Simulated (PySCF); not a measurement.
# How methods differ on the fine-structure interval of Cd³⁺

Cd³⁺ [Kr] 4d9 [4d3/2^4 4d5/2^5, M_J = 5/2] → Cd³⁺ [Kr] 4d9 [4d3/2^3 4d5/2^6, M_J = 3/2], as a difference of total energies. Computed with PySCF 2.14 in x2c-SVPall-2c (6s9p6d1f, 70 functions), with the two-component X2C-1e Hamiltonian. Correlated levels: [Ar] 3d10 frozen; the 6 highest virtual spinors dropped. "Screened" scales the spin-orbit matrix elements by Boettger's factors to mimic the two-electron term; Breit and QED terms are absent.

```csv
method,fine-structure interval (cm⁻¹)
GHF (screened spin-orbit),5947.6
GMP2 (screened spin-orbit),6259.5
GHF (bare spin-orbit),7591.5
```
